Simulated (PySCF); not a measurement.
# Field gradients at the hydrogen positions

Si(vinyl)3(NMe2), C8H15NSi.
Cartesian coordinates in Å at the PBE0-D3(BJ)/def2-SVP level; atoms count from 1:
```xyz
25
C8H15NSi angstrom
Si     0.0668    0.4243    0.0456
C      0.1404    0.6769    1.9023
C     -0.6278   -0.0024    2.7621
H      0.8070    1.4503    2.3077
H     -1.3188   -0.7779    2.4112
H     -0.6084    0.1832    3.8423
C      1.8100    0.4802   -0.6445
C      2.9216    0.4442    0.1010
H      1.9323    0.4719   -1.7373
H      2.8811    0.4342    1.1966
H      3.9249    0.4193   -0.3402
C     -0.9588    1.7817   -0.7349
C     -0.4644    2.7179   -1.5531
H     -2.0236    1.8401   -0.4691
H      0.5921    2.7270   -1.8452
H     -1.0835    3.5239   -1.9637
N     -0.7118   -1.1021   -0.2795
C     -1.6579   -1.3099   -1.3438
C     -0.1120   -2.3204    0.2045
H     -1.2093   -1.8297   -2.2156
H     -2.0608   -0.3529   -1.7047
H     -2.5122   -1.9275   -1.0050
H      0.6056   -2.1096    1.0116
H     -0.8755   -3.0101    0.6131
H      0.4329   -2.8690   -0.5909
```

Level: PBE0/pcSseg-1 (PySCF, non-relativistic); Q(2H) = 0.00286 b; rigid geometry, the same for H and D, with no vibrational averaging.

**Question.** Rank these positions by the coupling χzz of a deuteron there, largest first.
A. H23 (hydrogen on carbon)
B. H14 (hydrogen on carbon)
C. H22 (hydrogen on carbon)

**Answer.** B (201 kHz), A (191 kHz), C (187 kHz).

**Question.** Tabulate Vzz, the asymmetry η and χzz = 234.96 MHz × Q × Vzz for every hydrogen position.

**Answer.** 
```json
{"atom": "H4", "bonded to": "C2", "bond length (Å)": "1.099", "Vzz (au)": "0.3005", "η": "0.03", "χzz (kHz)": "202"}
{"atom": "H5", "bonded to": "C3", "bond length (Å)": "1.096", "Vzz (au)": "0.2976", "η": "0.03", "χzz (kHz)": "200"}
{"atom": "H6", "bonded to": "C3", "bond length (Å)": "1.096", "Vzz (au)": "0.3015", "η": "0.03", "χzz (kHz)": "203"}
{"atom": "H9", "bonded to": "C7", "bond length (Å)": "1.100", "Vzz (au)": "0.2989", "η": "0.03", "χzz (kHz)": "201"}
{"atom": "H10", "bonded to": "C8", "bond length (Å)": "1.096", "Vzz (au)": "0.2984", "η": "0.05", "χzz (kHz)": "200"}
{"atom": "H11", "bonded to": "C8", "bond length (Å)": "1.096", "Vzz (au)": "0.3010", "η": "0.04", "χzz (kHz)": "202"}
{"atom": "H14", "bonded to": "C12", "bond length (Å)": "1.099", "Vzz (au)": "0.2992", "η": "0.03", "χzz (kHz)": "201"}
{"atom": "H15", "bonded to": "C13", "bond length (Å)": "1.096", "Vzz (au)": "0.2983", "η": "0.04", "χzz (kHz)": "200"}
{"atom": "H16", "bonded to": "C13", "bond length (Å)": "1.096", "Vzz (au)": "0.3009", "η": "0.04", "χzz (kHz)": "202"}
{"atom": "H20", "bonded to": "C18", "bond length (Å)": "1.110", "Vzz (au)": "0.2729", "η": "0.06", "χzz (kHz)": "183"}
{"atom": "H21", "bonded to": "C18", "bond length (Å)": "1.099", "Vzz (au)": "0.2878", "η": "0.07", "χzz (kHz)": "193"}
{"atom": "H22", "bonded to": "C18", "bond length (Å)": "1.107", "Vzz (au)": "0.2778", "η": "0.06", "χzz (kHz)": "187"}
{"atom": "H23", "bonded to": "C19", "bond length (Å)": "1.100", "Vzz (au)": "0.2849", "η": "0.09", "χzz (kHz)": "191"}
{"atom": "H24", "bonded to": "C19", "bond length (Å)": "1.107", "Vzz (au)": "0.2785", "η": "0.05", "χzz (kHz)": "187"}
{"atom": "H25", "bonded to": "C19", "bond length (Å)": "1.109", "Vzz (au)": "0.2741", "η": "0.06", "χzz (kHz)": "184"}
```

**Question.** How does χzz go with the bond length over the 15 C–H bonds?

**Answer.** A straight-line fit has a slope of -13.5 kHz for each 0.01 Å, with a correlation coefficient of -0.95, over lengths from 1.096 to 1.110 Å. The longer bonds have the smaller couplings here.

**Question.** Give the 2H NMR doublet splittings at H6 for a magnetic field along the z, y and x axes of the gradient: 3χ/2, 3χ(1 + η)/4, 3χ(1 − η)/4.

**Answer.** With |χ| = 202.6 kHz and η = 0.034: 304, 157 and 147 kHz, to first order and without motion.

One conformer (not necessarily the lowest) at the PBE0-D3(BJ)/def2-SVP geometry, without solvent, vibrations or thermal averaging. The basis is small and wasn't made for field gradients, so the couplings can be 20 % off.

These values come from a run that also computed NMR shieldings. On an Arm Neoverse V1 with one thread (shared host), this took 74 s (with the writing of density and orbital grids) and 1.4 GiB of memory at its peak.
